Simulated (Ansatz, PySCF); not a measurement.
System: C₂HO, charge 0, multiplicity 2. It need not be the lowest isomer of its formula. 
Coordinates optimised at B3LYP-D3(BJ)/def2-TZVP (Ansatz, a program for electronic structure):
```
C
O 1 1.3070
C 1 1.3471 2 78.48
H 1 1.0804 2 129.45 3 -180.00
```
Charge 0, spin multiplicity 2.

Total electronic energies in hartree. Valence correlation only, unless marked. UHF or UKS for open shells. Spin-orbit coupling is left out. Non-relativistic unless marked X2C. FCI takes restricted orbitals. Basis-set limits of correlation are two-point, X^-3; Hartree-Fock from the larger set.

```json
[
 {"level": "HF/aug-cc-pVTZ", "program": "Ansatz", "energy (Eh)": "-151.05210"},
 {"level": "HF/aug-cc-pVQZ", "program": "Ansatz", "energy (Eh)": "-151.06105"},
 {"level": "BLYP-D4/def2-TZVPD", "program": "Ansatz + dftd4", "energy (Eh)": "…"},
 {"level": "TPSSh/def2-TZVPD", "program": "PySCF", "energy (Eh)": "-151.91178"},
 {"level": "PW6B95-D3(BJ)/def2-TZVPD", "program": "PySCF + dftd3", "energy (Eh)": "-152.08587"},
 {"level": "HSE06-D4/def2-TZVPD", "program": "Ansatz + dftd4", "energy (Eh)": "-151.72010"},
 {"level": "LC-wPBE-D3(BJ)/def2-TZVPD", "program": "Ansatz + dftd3", "energy (Eh)": "-151.79164"},
 {"level": "RI-MP2/aug-cc-pVTZ", "program": "Ansatz", "energy (Eh)": "-151.56098"},
 {"level": "RI-MP2/cc-pVTZ", "program": "Ansatz", "energy (Eh)": "-151.54989"},
 {"level": "SCS-MP2/cc-pVTZ", "program": "Ansatz", "energy (Eh)": "-151.53932"},
 {"level": "CCSD(T)/6-31G", "program": "Ansatz", "energy (Eh)": "-151.21435"},
 {"level": "CCSD(T)/cc-pVTZ", "program": "Ansatz", "energy (Eh)": "-151.59748"},
 {"level": "X2C-CCSD(T)/cc-pVTZ-DK", "program": "Ansatz", "energy (Eh)": "-151.67910"},
 {"level": "FCI/STO-3G", "program": "Ansatz", "energy (Eh)": "…"},
 {"level": "CCSD(T)/CBS(cc-pVTZ,cc-pVQZ)", "program": "Ansatz", "energy (Eh)": "-151.6646"}
]
```

Q: Complete the blanks.

A: 
- BLYP-D4/def2-TZVPD, energy (Eh): -151.88225
- FCI/STO-3G, energy (Eh): -149.22221
